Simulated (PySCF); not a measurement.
Species: C7H8F2O.
SMILES with atom numbers: `[F:1][CH:2]([F:3])[O:4][C@@:5]12[CH2:6][CH:7]=[CH:8][C@@H:9]1[CH2:10]2` (hydrogens: H11 on C2; H12, H13 on C6; H14 on C7; H15 on C8; H16 on C9; H17, H18 on C10)

The same species was optimised twice, with GFN2-xTB and with PBE0-D3(BJ)/def2-SVP (PySCF), and the same property calculations (PySCF, gas phase) were run on both structures.

```
     coordinate  GFN2-xTB  PBE0-D3(BJ)/def2-SVP  change
      O4–C5 (Å)     1.410                 1.395  -0.015
      C7=C8 (Å)     1.327                 1.340  +0.013
      F1–C2 (Å)     1.364                 1.354  -0.010
      C2–F3 (Å)     1.340                 1.332  -0.008
      C2–O4 (Å)     1.345                 1.354  +0.009
      C8–C9 (Å)     1.481                 1.488  +0.007
      C5–C9 (Å)     1.509                 1.502  -0.007
      C6–C7 (Å)     1.502                 1.505  +0.003
     C9–C10 (Å)     1.513                 1.515  +0.002
      C5–C6 (Å)     1.522                 1.521  -0.001
     C5–C10 (Å)     1.499                 1.498  -0.001
  C6–C5–C10 (°)     117.0                 119.2    +2.2
   F1–C2–F3 (°)     105.7                 107.7    +2.0
   O4–C5–C9 (°)     120.6                 118.8    -1.8
   F3–C2–O4 (°)     109.0                 107.4    -1.6
  O4–C5–C10 (°)     119.4                 118.2    -1.2
   F1–C2–O4 (°)     111.8                 110.9    -0.9
   C6–C7–C8 (°)     112.7                 112.1    -0.6
  C8–C9–C10 (°)     115.2                 115.6    +0.4
F1–C2–O4–C5 (°)       -84                   -74     +10
C2–O4–C5–C6 (°)        80                    81      +1
```

Rotational constants: A = 3213, B = 849.0, C = 739.5 MHz (GFN2-xTB) against A = 3189, B = 866.0, C = 756.4 MHz (PBE0-D3(BJ)/def2-SVP). Point groups within 0.08 Å: C1 and C1.

On the GFN2-xTB structure: HOMO (eV) -7.16 [PBE0/pcSseg-1]; LUMO (eV) 0.05 [PBE0/pcSseg-1]; dipole (D) 3.07 [PBE0/pcSseg-1]; GIAO shielding of F1 (ppm) 264.1 [PBE0/pcSseg-1]; GIAO shielding of C2 (ppm) 59.8 [PBE0/pcSseg-1]; GIAO shielding of F3 (ppm) 271.3 [PBE0/pcSseg-1]; GIAO shielding of O4 (ppm) 199.0 [PBE0/pcSseg-1]; GIAO shielding of C5 (ppm) 116.6 [PBE0/pcSseg-1]; GIAO shielding of C6 (ppm) 140.7 [PBE0/pcSseg-1]; GIAO shielding of C7 (ppm) 48.8 [PBE0/pcSseg-1]; GIAO shielding of C8 (ppm) 44.9 [PBE0/pcSseg-1].

What do these properties become on the PBE0-D3(BJ)/def2-SVP structure?

```tsv
property	level	on GFN2-xTB	on PBE0-D3(BJ)/def2-SVP	change
HOMO (eV)	PBE0/pcSseg-1	-7.16	-7.09	+0.07
LUMO (eV)	PBE0/pcSseg-1	0.05	0.02	-0.03
dipole (D)	PBE0/pcSseg-1	3.07	2.71	-0.36
energy, GFN2-xTB geometry as zero (kcal/mol)	PBE0/pcSseg-1	0.0	-1.0	-1.0
GIAO shielding of F1 (ppm)	PBE0/pcSseg-1	264.1	269.4	+5.3
GIAO shielding of C2 (ppm)	PBE0/pcSseg-1	59.8	61.3	+1.5
GIAO shielding of F3 (ppm)	PBE0/pcSseg-1	271.3	277.7	+6.4
GIAO shielding of O4 (ppm)	PBE0/pcSseg-1	199.0	196.9	-2.1
GIAO shielding of C5 (ppm)	PBE0/pcSseg-1	116.6	121.0	+4.4
GIAO shielding of C6 (ppm)	PBE0/pcSseg-1	140.7	139.8	-0.9
GIAO shielding of C7 (ppm)	PBE0/pcSseg-1	48.8	45.8	-3.0
GIAO shielding of C8 (ppm)	PBE0/pcSseg-1	44.9	41.4	-3.5
```

The heavy atoms differ by 0.071 Å rms after alignment. Among bonds between heavy atoms O4–C5 changes most (-0.015 Å). Changes are differences of the printed values. Neither structure is proved a minimum here.
